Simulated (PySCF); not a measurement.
# Computed properties of C3H8Si2, SMILES C=C1C[SiH2][SiH2]1

C3H8Si2, SMILES C=C1C[SiH2][SiH2]1. Geometry optimised at B3LYP-D3(BJ)/def2-SVP. The structure was generated by enumeration, and PubChem lists no compound with its InChIKey, so it may never have been made. The values are those of a single conformer. All values are computed for the isolated molecule unless a solvent is named; none is compared with measurement here.

**Structure.** All 33 harmonic modes at B3LYP-D3(BJ)/def2-SVP (PySCF) are real, so it is a minimum. With heavy atoms numbered as in [CH2:1]=[C:2]1[CH2:3][SiH2:4][SiH2:5]1, the shortest bond between them is C1–C2 at 1.339 Å and the longest Si4–Si5 at 2.350 Å.

**Vibrations.** The strongest infrared lines (harmonic, unscaled, degenerate partners summed) lie at 2223 cm⁻¹ (169 km/mol, H 96 %), 2208 cm⁻¹ (128 km/mol, H 98 %), 2196 cm⁻¹ (106 km/mol, H 97 %). The softest mode is at 88 cm⁻¹ and the zero-point energy is 58.3 kcal/mol.

**Electronic structure.** B3LYP/def2-TZVP (PySCF) places the frontier levels at -7.07 and -0.89 eV, a gap of 6.18 eV, and gives a dipole moment of 0.37 D and a mean polarisability of 93.1 bohr³. PBE/def2-TZVP (PySCF) at the same geometry gives -6.23 and -1.65 eV, so its gap is 1.60 eV narrower. An orbital gap is neither the optical nor the fundamental gap.

**Excitations.** TDA-PBE0/def2-SVPD (PySCF) has S1 at 5.56 eV (223 nm, f = 0.024, weak); the most intense of the 10 singlets computed lies at 6.81 eV (f = 0.13). T1 (TDA) is at 3.86 eV, 1.70 eV under S1. TDA-PBE/def2-SVPD (PySCF) puts S1 at 5.04 eV. No vertical singlet excitation falls in the visible range (under 3.1 eV).

**NMR.** GIAO shifts at PBE0/pcSseg-1 (PySCF) (non-relativistic, atoms alike by connectivity averaged): ¹³C from 31.9 to 156.9 ppm against TMS; ¹H from 2.7 to 6.1 ppm against TMS; ²⁹Si from -67.2 to -50.9 ppm against TMS.

**Solvation.** SMD-B3LYP/def2-SVP (PySCF) gives 3.0 kcal/mol in water, -1.5 kcal/mol in acetone, -1.9 kcal/mol in chloroform (1 M in both phases, gas-phase geometry).
